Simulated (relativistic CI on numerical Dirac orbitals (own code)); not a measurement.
# Ti+ in a cubic cluster: 2p photoemission with charge transfer

Computed with a charge-transfer multiplet model of a cubic metal-ligand cluster with up to one ligand hole, Slater and spin-orbit integrals from Dirac-Coulomb-Breit ions, Slater integrals scaled by 0.8. The ground state mixes d3 with configurations of k ligand holes L, whose averages lie at kΔ + k(k − 1)U_dd/2; a core hole lowers each added d electron by U_cd. 20 K, Lorentzian 0.6 eV and Gaussian 0.8 eV FWHM.

Atomic integrals in eV (Slater integrals scaled, ζ unscaled), ground: F2dd 5.409, F4dd 3.320, zeta_d 0.009; with the core hole: F2dd 7.324, F4dd 4.560, zeta_d 0.022, zeta_core 3.746, F2cd 3.920, G1cd 2.783, G3cd 1.577.

Cluster parameters (eV): Δ = 9.5, U_dd = 4.3, U_cd = 5.2, 10Dq(ligand) = 1.3, V(eg) = 1.45, V(t2g) = -0.78, final-state hopping factor = 1.

```
          Case   n_d    d3   d4L     S
10Dq = 0.35 eV  3.09  0.91  0.09  1.50
10Dq = 0.65 eV  3.09  0.91  0.09  1.50
10Dq = 0.95 eV  3.09  0.91  0.09  1.50
```

Weights, n_d and S are thermal averages at 20 K. Binding energies count from the first peak over 30 % of the highest in each spectrum, which can be another peak from case to case. The parameters are a model scan and need not match a compound or its usual spin state. Peaks in eV (height, largest 100):
- 10Dq = 0.35 eV: 0.0 (100), 2.5 (16), 6.1 (56)
- 10Dq = 0.65 eV: 0.0 (100), 6.3 (56)
- 10Dq = 0.95 eV: 0.0 (100), 6.3 (56)

Curve for 10Dq = 0.95 eV (points under 2 left out, the grid thinned):

(E (eV), Intensity): (-3.3, 2.1), (-3.0, 2.5), (-2.6, 3.3), (-2.3, 4.3), (-1.9, 6.5), (-1.6, 9.8), (-1.3, 16.6), (-0.9, 38.9), (-0.6, 67.1), (-0.2, 96.3), (0.1, 99.6), (0.5, 88.4), (0.8, 70.3), (1.1, 48.4), (1.5, 27.2), (1.8, 19.9), (2.2, 15.7), (2.5, 14.2), (2.8, 13.3), (3.2, 13.0), (3.5, 12.6), (3.9, 11.4), (4.2, 11.1), (4.5, 11.9), (4.9, 15.0), (5.2, 19.8), (5.6, 32.7), (5.9, 46.2), (6.2, 55.5), (6.6, 49.1), (6.9, 34.8), (7.3, 20.1), (7.6, 15.4), (7.9, 14.0), (8.3, 13.0), (8.6, 11.3), (9.0, 8.3), (9.3, 6.5), (9.7, 4.8), (10.0, 3.8), (10.3, 3.1), (10.7, 2.4), (11.0, 2.2), (11.4, 2.1), (11.7, 2.0)

For the case 10Dq = 0.95 eV, Δ = 9.5 eV is larger than U_dd = 4.3 eV, the Mott-Hubbard side of the Zaanen-Sawatzky-Allen scheme. With the core hole the average of the configuration with one ligand hole lies at Δ − U_cd = 4.3 eV before mixing: it stays above the unscreened one, so the lowest final states keep mostly the nominal d count.
